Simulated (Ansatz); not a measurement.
Species: 1-methylsulfonylethyne, C$_{3}$H$_{4}$O$_{2}$S, net charge 0, singlet state. 
Geometry from a B3LYP-D3(BJ)/def2-TZVP (Ansatz, a first-principles code) optimisation:
```
S
O 1 1.4361
O 1 1.4361 2 120.81
C 1 1.7279 2 107.58 3 -123.91
C 4 1.1997 3 147.20 1 178.21
H 5 1.0638 3 157.31 1 177.36
C 1 1.7777 2 108.77 3 126.74
H 7 1.0875 1 109.02 2 52.20
H 7 1.0875 8 111.75 1 -120.56
H 7 1.0899 8 110.60 9 -123.68
```
Charge 0, spin multiplicity 1.

Total electronic energies in hartree. Correlated levels leave the core frozen unless marked. No spin-orbit coupling. No relativistic terms. Basis-set limits of correlation are two-point, X^-3; Hartree-Fock from the larger set.

```json
[
 {"level": "HF/cc-pVTZ", "program": "Ansatz", "energy (Eh)": "-663.16731"},
 {"level": "HF/cc-pwCVTZ", "program": "Ansatz", "energy (Eh)": "-663.19401"},
 {"level": "HF/aug-cc-pV(Q+d)Z", "program": "Ansatz", "energy (Eh)": "-663.21554"},
 {"level": "RI-HF/aug-cc-pV(T+d)Z", "program": "Ansatz", "energy (Eh)": "-663.19319"},
 {"level": "PBE0-D4/def2-TZVPD", "program": "Ansatz + dftd4", "energy (Eh)": "___"},
 {"level": "LC-wPBE-D3(BJ)/def2-TZVPD", "program": "Ansatz + dftd3", "energy (Eh)": "-665.10200"},
 {"level": "wB97X-V/def2-TZVPD", "program": "Ansatz", "energy (Eh)": "-665.23504"},
 {"level": "RPA@PBE/cc-pV(T+d)Z", "program": "Ansatz", "energy (Eh)": "-664.88229"},
 {"level": "MP2/cc-pwCVTZ", "program": "Ansatz", "energy (Eh)": "-664.35329"},
 {"level": "MP2/cc-pV(Q+d)Z", "program": "Ansatz", "energy (Eh)": "-664.43888"},
 {"level": "RI-MP2/cc-pV(T+d)Z", "program": "Ansatz", "energy (Eh)": "-664.32713"},
 {"level": "SCS-MP2/STO-3G", "program": "Ansatz", "energy (Eh)": "-655.20971"},
 {"level": "SCS-MP2/6-31G*", "program": "Ansatz", "energy (Eh)": "-663.85066"},
 {"level": "CCSD(T)/6-31G", "program": "Ansatz", "energy (Eh)": "-663.27086"},
 {"level": "CCSD(T)/CBS(aug-cc-pV(T+d)Z,aug-cc-pV(Q+d)Z)", "program": "Ansatz", "energy (Eh)": "-664.5620"}
]
```

Question: Some entries are withheld; supply them.

Answer: 
- PBE0-D4/def2-TZVPD, energy (Eh): -664.95138
